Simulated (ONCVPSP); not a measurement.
praseodymium (Pr) ONCV: all-electron and pseudo phase curves

- Element: praseodymium
- Generator: ONCVPSP 4.0.1
- Type: optimised norm-conserving Vanderbilt (ONCV)
- Functional: PBE
- Relativity: scalar-relativistic
- Frozen core: [Kr] 4d10
- Valence charge: 13
- Reference configuration: 4f3 5s2 5p6 6s2
- Partial waves: 5s+6s: rc 2.80 bohr, ncon 4, nbas 8, qcut 4.7 1/bohr, 3 projectors, debl 3.9 Ha; 5p: rc 1.75 bohr, ncon 4, nbas 7, qcut 4.8 1/bohr, 2 projectors, debl 3.7 Ha; d scattering state at 0.05 Ha: rc 2.75 bohr, ncon 5, nbas 8, qcut 3.2 1/bohr, 3 projectors, debl 0.8 Ha; 4f: rc 1.55 bohr, ncon 4, nbas 9, qcut 11 1/bohr, 3 projectors, debl 2.1 Ha
- Local potential: polynomial inside 1.05 bohr (lpopt 5, dvloc0 2 Ha)
- Core correction: none

The phase is arctan(r·R′/R) of the radial function R(r), unwrapped; energies in Ha, scanned from -3 to 5 Ha. A pole is an energy at which the radial function vanishes at the test radius. The pseudo phase is shifted by a multiple of π to meet the all-electron one at the reference energy, and phase errors are pseudo minus all-electron; the curves can meet again beyond the range given. Levels narrower than the energy grid can be missing from the lists of poles. Where the grid stepped over a known ghost or core level, its pole and its step of π were put in at the level’s energy.

| channel | radius (bohr) | reference energy (Ha) | poles, all-electron | poles, pseudo | unbroken range about the reference energy with phases within 0.05 rad | phase error 1 Ha above the reference energy (rad) |
| --- | --- | --- | --- | --- | --- | --- |
| s | 2.84 | -0.13 | -1.37, 1.76 | -1.37, -0.88, 1.76 | above -0.9 | -0.000 |
| p | 1.77 | -0.79 | 1.28 | 1.28, 4.03 | below 3.9 | -0.000 |
| d | 2.79 | 0.05 | 0.51, 3.79 | 0.51, 3.77 | below 4.9 | +0.000 |
| f | 1.57 | -0.05 | 0.48 | 0.48 | the whole range | -0.000 |

Note: ghosts flagged at negative energy: s at -23.8 eV; GHOST(+) flagged for p at 109.3 eV. A true bound ghost makes a file unfit for plane-wave use.

Phases in the f channel:

```tsv
E (Ha)	all-electron	pseudo
-2.98	1.236	1.236
-2.76	1.218	1.218
-2.54	1.198	1.198
-2.32	1.174	1.174
-2.10	1.145	1.145
-1.88	1.108	1.108
-1.66	1.061	1.061
-1.44	0.998	0.998
-1.22	0.908	0.908
-1.00	0.767	0.767
-0.78	0.528	0.528
-0.56	0.096	0.096
-0.34	-0.525	-0.525
-0.12	-1.024	-1.024
0.10	-1.311	-1.311
0.32	-1.481	-1.481
0.54	-1.597	-1.597
0.76	-1.686	-1.686
0.98	-1.764	-1.764
1.20	-1.839	-1.839
1.42	-1.919	-1.919
1.64	-2.009	-2.009
1.86	-2.121	-2.121
2.08	-2.268	-2.268
2.30	-2.469	-2.469
2.52	-2.745	-2.745
2.74	-3.093	-3.093
2.96	-3.453	-3.453
3.18	-3.753	-3.753
3.40	-3.972	-3.972
3.62	-4.127	-4.127
3.84	-4.238	-4.238
4.06	-4.321	-4.321
4.28	-4.385	-4.385
4.50	-4.435	-4.435
4.72	-4.477	-4.477
4.94	-4.511	-4.511
```
